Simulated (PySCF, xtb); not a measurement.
C₄H₉F, SMILES CC[C@H](C)F. The values are those of a single conformer.

Harmonic wavenumbers (cm⁻¹) from GFN2-xTB run with xtb at its own minimum, in rising order: 74, 183, 231, 253, 377, 413, 484, 812, 857, 926, 981, 1014, 1087, 1114, 1154, 1176, 1244, 1287, 1314, 1348, 1399, 1416, 1476, 1484, 1494, 1501, 1508, 2896, 2980, 2992, 3034, 3042, 3043, 3047, 3049, 3062.

### Question
What does PySCF with PBE-D3(BJ)/def2-SVP give at its own minimum? (An estimate is asked for; the answer gives what the named calculation found.)

### Answer
101, 216, 245, 251, 379, 417, 481, 766, 812, 894, 935, 973, 1043, 1103, 1136, 1150, 1230, 1272, 1315, 1340, 1350, 1357, 1406, 1409, 1422, 1426, 1435, 2931, 2970, 2974, 2978, 3023, 3055, 3066, 3072, 3080. Paired by order, the mean absolute difference is 31 cm⁻¹ and the zero-point energies are 76.8 and 75.8 kcal/mol.
